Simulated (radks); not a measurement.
Values are calculated unless marked as measured or tabulated.
Question: The mean radii <r> (bohr) of the occupied orbitals of an atom or ion are listed with their occupations. Code: a radial shooting solver on a logarithmic mesh with Libxc functionals. Model: scalar-relativistic Kohn-Sham, PBE, spin-unpolarised, spherical densities, finite nucleus; Fermi nuclear charge, rms radius of each element as measured or else 0.836 A^(1/3) + 0.57 fm.

| orbital | occ. | <r> |
|---|---|---|
| 1s | 2 | 0.05213 |
| 2s | 2 | 0.2352 |
| 2p | 6 | 0.2064 |
| 3s | 2 | 0.7094 |
| 3p | 6 | 0.7446 |
| 3d | 9 | 0.9488 |
| 4s | 1 | 2.639 |
| 4p | 1 | 3.956 |

Name the element and its charge.

Answer: Z = 29, copper, charge 0: Cu in [Ar] 3d9 4s1 4p1. The 1s radius gives Z: for a bare nucleus <r> = (2 gamma + 1)/(2Z) with gamma = sqrt(1 - (Z/c)^2), 0.05094 bohr for Z = 29, and screening makes it slightly larger (0.05213 here). The occupations add up to 29, and the charge is Z minus that.
